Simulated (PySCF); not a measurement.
**How good is the calculation?**

Geometry (Å), atoms numbered from 1 in this order:
```xyz
15

O     2.8094   -0.9193   -0.1232
N     2.0267    0.1288    0.4201
C     0.6671    0.1170    0.1158
C    -0.0049   -1.0654   -0.1810
C    -1.3741   -1.0554   -0.3688
C    -2.0912    0.1223   -0.2525
C    -1.4244    1.3006    0.0435
C    -0.0557    1.3049    0.2219
H     2.9571   -1.5473    0.5987
H     2.4890    1.0077    0.2121
H     0.5525   -1.9839   -0.2825
H    -1.8832   -1.9776   -0.6081
H    -3.1612    0.1240   -0.3946
H    -1.9751    2.2261    0.1281
H     0.4634    2.2255    0.4485
```

- geometry: GFN2-xTB
- NMR shieldings at PBE0/pcSseg-1/GIAO
- code: PySCF 2.14.0 with density-fitted response routines
- single conformer, no solvent model, fast rotation and ring inversion assumed for equivalent nuclei, non-relativistic Hamiltonian

Reference values: estimated from measurements, as parent shift plus tabulated substituent increment (solution, not stated per compound (mostly CDCl3 or CCl4); Pretsch, Buehlmann, Badertscher, Structure Determination of Organic Compounds, 4th ed. (2009)).
| atoms | quantity | reference | computed | computed, scaled |
| --- | --- | --- | --- | --- |
| C5/C7 | δ 13C | 126.3 | 134.7 | 129.1 |
| C6 | δ 13C | 123.2 | 124.4 | 119.1 |
| C4/C8 | δ 13C | 115.4 | 114.3 | 109.2 |

Computed shifts are σ(ref) − σ with the named reference compound (TMS for H and C) calculated as an isolated molecule at the same level. The measured values may be among those fitted. Scaled to experiment by linear calibration (H and C: mostly CDCl3 data, vs TMS): 13C: δ = 179.97 − 0.974σ (rms 2.1 ppm, 958 shifts, 2.3 ppm with the 13 outliers that the fit left out). A few per cent of atoms miss by over 2 rms, more outside the fitted compound classes.

Task: How far are the unscaled 13C shifts from the references?

Result: Mean signed difference +2.83 ppm, mean absolute 3.57 ppm over 3 comparisons; the largest is +8.4 ppm at C5/C7 (aromatic CH).
